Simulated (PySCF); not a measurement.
Perfluorobutyryl chloride, C₄ClF₇O.
Atom-mapped SMILES: `[O:1]=[C:2]([Cl:3])[C:4]([F:5])([F:6])[C:7]([F:8])([F:9])[C:10]([F:11])([F:12])[F:13]`

The same species was optimised twice, with GFN2-xTB and with PBE0-D3(BJ)/def2-SVP (PySCF), and the same property calculations (PySCF, gas phase) were run on both structures.

| coordinate | GFN2-xTB | PBE0-D3(BJ)/def2-SVP | change |
| --- | --- | --- | --- |
| C2–Cl3 (Å) | 1.719 | 1.746 | +0.027 |
| C7–C10 (Å) | 1.558 | 1.544 | -0.014 |
| C4–F5 (Å) | 1.345 | 1.333 | -0.012 |
| C7–F8 (Å) | 1.347 | 1.336 | -0.011 |
| C4–C7 (Å) | 1.562 | 1.551 | -0.011 |
| C4–F6 (Å) | 1.345 | 1.337 | -0.008 |
| C2–C4 (Å) | 1.557 | 1.550 | -0.007 |
| C7–F9 (Å) | 1.342 | 1.335 | -0.007 |
| C10–F13 (Å) | 1.335 | 1.330 | -0.005 |
| C10–F12 (Å) | 1.325 | 1.321 | -0.004 |
| C10–F11 (Å) | 1.324 | 1.321 | -0.003 |
| O1=C2 (Å) | 1.182 | 1.179 | -0.003 |
| C2–C4–C7 (°) | 112.6 | 115.2 | +2.6 |
| C4–C7–F9 (°) | 109.7 | 107.4 | -2.3 |
| F5–C4–F6 (°) | 106.9 | 109.1 | +2.2 |
| F8–C7–F9 (°) | 107.2 | 109.2 | +2.0 |
| C4–C7–C10 (°) | 113.5 | 115.5 | +2.0 |
| C2–C4–F5 (°) | 109.3 | 107.7 | -1.6 |
| C2–C4–F6 (°) | 111.0 | 109.5 | -1.5 |
| Cl3–C2–C4 (°) | 111.7 | 113.1 | +1.4 |
| O1–C2–C4–F5 (°) | -24 | -17 | +7 |
| C2–C4–C7–F8 (°) | 63 | 62 | -1 |
| C4–C7–C10–F11 (°) | -52 | -60 | -8 |

Rotational constants: A = 1023, B = 604.8, C = 567.9 MHz (GFN2-xTB) against A = 1039, B = 592.1, C = 566.4 MHz (PBE0-D3(BJ)/def2-SVP). Point groups within 0.08 Å: C1 and C1.

On the GFN2-xTB structure: HOMO (eV) -9.63 [PBE0/pcSseg-1]; LUMO (eV) -2.53 [PBE0/pcSseg-1]; dipole (D) 0.91 [PBE0/pcSseg-1]; GIAO shielding of O1 (ppm) -293.5 [PBE0/pcSseg-1]; GIAO shielding of C2 (ppm) 11.2 [PBE0/pcSseg-1]; GIAO shielding of Cl3 (ppm) 483.5 [PBE0/pcSseg-1]; GIAO shielding of C4 (ppm) 70.5 [PBE0/pcSseg-1]; GIAO shielding of F5/F6 (mean) (ppm) 305.5 [PBE0/pcSseg-1]; GIAO shielding of C7 (ppm) 70.3 [PBE0/pcSseg-1]; GIAO shielding of F8/F9 (mean) (ppm) 313.7 [PBE0/pcSseg-1]; GIAO shielding of C10 (ppm) 60.2 [PBE0/pcSseg-1].

What do these properties become on the PBE0-D3(BJ)/def2-SVP structure?

```
                                    property          level  on GFN2-xTB  on PBE0-D3(BJ)/def2-SVP  change
                                   HOMO (eV)  PBE0/pcSseg-1        -9.63                    -9.61   +0.02
                                   LUMO (eV)  PBE0/pcSseg-1        -2.53                    -2.46   +0.07
                                  dipole (D)  PBE0/pcSseg-1         0.91                     0.81   -0.10
energy, GFN2-xTB geometry as zero (kcal/mol)  PBE0/pcSseg-1          0.0                     -1.6    -1.6
                  GIAO shielding of O1 (ppm)  PBE0/pcSseg-1       -293.5                   -293.1    +0.4
                  GIAO shielding of C2 (ppm)  PBE0/pcSseg-1         11.2                     10.7    -0.5
                 GIAO shielding of Cl3 (ppm)  PBE0/pcSseg-1        483.5                    475.2    -8.3
                  GIAO shielding of C4 (ppm)  PBE0/pcSseg-1         70.5                     73.0    +2.5
        GIAO shielding of F5/F6 (mean) (ppm)  PBE0/pcSseg-1        305.5                    311.9    +6.4
                  GIAO shielding of C7 (ppm)  PBE0/pcSseg-1         70.3                     73.0    +2.7
        GIAO shielding of F8/F9 (mean) (ppm)  PBE0/pcSseg-1        313.7                    320.5    +6.8
                 GIAO shielding of C10 (ppm)  PBE0/pcSseg-1         60.2                     61.5    +1.3
```

The heavy atoms differ by 0.113 Å rms after alignment. Among bonds between heavy atoms C2–Cl3 changes most (+0.027 Å). Changes are differences of the printed values. Neither structure is proved a minimum here.

Shape of the structure used: `[O:1]=[C:2]([Cl:3])[C:4]([F:5])([F:6])[C:7]([F:8])([F:9])[C:10]([F:11])([F:12])[F:13]`: O1–C2–C4–F5 -17°, C2–C4–C7–F8 62°, C4–C7–C10–F11 -60°.
